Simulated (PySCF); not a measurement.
biphenyl (C12H10), SMILES c1ccccc1-c1ccccc1. Heavy atoms are numbered as in [cH:1]1[cH:2][cH:3][c:4](-[c:5]2[cH:6][cH:7][cH:8][cH:9][cH:10]2)[cH:11][cH:12]1. Hydrogens are named by the atom that carries them.

Coordinates come from a B3LYP-D3(BJ)/def2-SVP optimisation. Other conformers were not sampled.

All values below come from PySCF with PBE/def2-SVP.

ESP charges are fitted to the potential on shells at 1.4 to 2.0 van der Waals radii. Atomic charges (e), one atom of each kind:

```tsv
atom	Löwdin	Mulliken	meta-Löwdin	ESP fit
C1 (CH)	-0.03	0.02	-0.11	-0.11
C2 (CH)	-0.03	0.01	-0.10	-0.12
C3 (CH)	-0.02	?	-0.11	-0.18
C4	-0.02	0.06	0.01	0.11
H on C1	0.03	?	0.11	0.11
H on C2	0.03	-0.01	0.11	0.12
H on C3	0.03	?	0.11	0.12
```

**Question.** Complete the blanks. (The exact figures need the calculation; the answer reports its results.)

**Answer.** 
- C3 (CH), Mulliken: -0.02
- H on C1, Mulliken: -0.01
- H on C3, Mulliken: -0.02

**Question.** Give the Mayer and Wiberg (Löwdin basis) orders of the bonds. (Estimate from the structure and the level; the computed values follow.)

**Answer.** 
| bond | Mayer | Wiberg |
|---|---|---|
| C1–C2 | 1.38 | 1.46 |
| C2–C3 | 1.38 | 1.48 |
| C3–C4 | 1.37 | 1.39 |
| C4–C5 | 1.00 | 1.06 |
| C5–C6 | 1.37 | 1.39 |
| C6–C7 | 1.38 | 1.48 |
| C7–C8 | 1.38 | 1.46 |
| C8–C9 | 1.38 | 1.46 |
| C5–C10 | 1.37 | 1.39 |
| C9–C10 | 1.38 | 1.48 |
| C4–C11 | 1.37 | 1.39 |
| C1–C12 | 1.38 | 1.46 |
| C11–C12 | 1.38 | 1.48 |
